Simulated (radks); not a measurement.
Q: All-electron atom: the vanadium ion V+ in [Ar] 3d3 4s1 (not the ground configuration). Method: Dirac Kohn-Sham, PBE, spin-unpolarised, spherical densities, point nucleus; open shells fill j = l - 1/2 first; computed with a radial shooting solver on a logarithmic mesh with Libxc functionals. Some entries of the table are withheld. Estimate them.

| orbital | occ. | eigenvalue (eV) | <r> (bohr) |
|---|---|---|---|
| 1s1/2 | 2 | -5371.340 | (1) |
| 2s1/2 | 2 | (2) | 0.3080 |
| 2p1/2 | 2 | (3) | 0.2722 |
| 2p3/2 | 4 | (4) | 0.2749 |
| 3s1/2 | 2 | -77.7894 | 0.9489 |
| 3p1/2 | 2 | (5) | 1.011 |
| 3p3/2 | 4 | (6) | 1.020 |
| 3d3/2 | 3 | -12.6505 | (7) |
| 3d5/2 | 0 | -12.5827 | (8) |
| 4s1/2 | 1 | -10.8949 | 3.044 |

A: 
(1) 1s1/2 <r> (bohr): 0.06644
(2) 2s1/2 eigenvalue (eV): -609.9584
(3) 2p1/2 eigenvalue (eV): -515.2358
(4) 2p3/2 eigenvalue (eV): -508.1354
(5) 3p1/2 eigenvalue (eV): -52.1665
(6) 3p3/2 eigenvalue (eV): -51.3364
(7) 3d3/2 <r> (bohr): 1.381
(8) 3d5/2 <r> (bohr): 1.386
